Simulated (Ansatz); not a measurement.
CH8O2Si2, SMILES `CO[SiH2][SiH2]O`. The species carries charge 0 and has multiplicity 1.

```csv
atom,x (Å),y (Å),z (Å)
C1,-2.094,0.140,-0.850
O2,-0.715,0.139,-0.553
Si3,-0.117,-0.302,0.932
Si4,2.180,-0.013,0.510
O5,2.243,0.430,-1.081
H6,-2.224,0.468,-1.883
H7,-2.641,0.826,-0.194
H8,-2.523,-0.863,-0.745
H9,-0.537,-1.698,1.257
H10,-0.689,0.575,1.996
H11,2.781,1.043,1.370
H12,2.960,-1.261,0.726
H13,1.374,0.516,-1.486
```

(1) Give the diagnostics of a CCSD(T)/def2-TZVPP run (frozen core, Ansatz 0.2.0). (Estimate.)

Results:

(1) Ansatz gave: T1 = 0.0119, largest single amplitude 0.021, largest double 0.033, (T) share of the correlation energy 3.4 %, 9 CCSD cycles. The RHF solution is stable towards an unrestricted one. T1 lies under the customary mark of 0.02 for closed shells.
